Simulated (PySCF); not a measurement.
PySCF 2.14 output of an unrestricted PBEsol calculation on a single atom or ion in ANO-RCC-VTZP, with the spin-free X2C one-electron Hamiltonian (Gaussian nucleus):

```
SCF conv_tol = 1e-09
number electrons alpha = 15  beta = 12
    J. P. Perdew, A. Ruzsinszky, G. I. Csonka, O. A. Vydrov, G. E. Scuseria, L. A. Constantin, X. Zhou, and K. Burke.,  Phys. Rev. Lett. 100, 136406 (2008)
    J. P. Perdew, A. Ruzsinszky, G. I. Csonka, O. A. Vydrov, G. E. Scuseria, L. A. Constantin, X. Zhou, and K. Burke.,  Phys. Rev. Lett. 100, 136406 (2008)
cycle= 1 E= -1391.71954817571  delta_E= -0.00113  |g|= 0.256  |ddm|= 0.31
cycle= 2 E= -1391.65199662409  delta_E= 0.0676  |g|= 0.641  |ddm|= 0.35
cycle= 3 E= -1391.73267592998  delta_E= -0.0807  |g|= 0.0111  |ddm|= 0.235
cycle= 4 E= -1391.73271228003  delta_E= -3.64e-05  |g|= 0.00436  |ddm|= 0.0115
cycle= 5 E= -1391.73271642754  delta_E= -4.15e-06  |g|= 3.48e-05  |ddm|= 0.0021
cycle= 6 E= -1391.7327164281  delta_E= -5.65e-10  |g|= 2.56e-05  |ddm|= 4.99e-05
converged SCF energy = -1391.7327164281  <S^2> = 3.7505582  2S+1 = 4.0002791
```

The run itself started from symmetry-adapted Hartree-Fock orbitals and held the occupation by maximum overlap, on a logarithmic radial grid, so the iterations belong to that start.

Which element, charge and spin multiplicity is this?

Co (cobalt, neutral), multiplicity 4; the state was [Ar] 3d8 4s1, high-spin 4F determinant (an excited configuration).
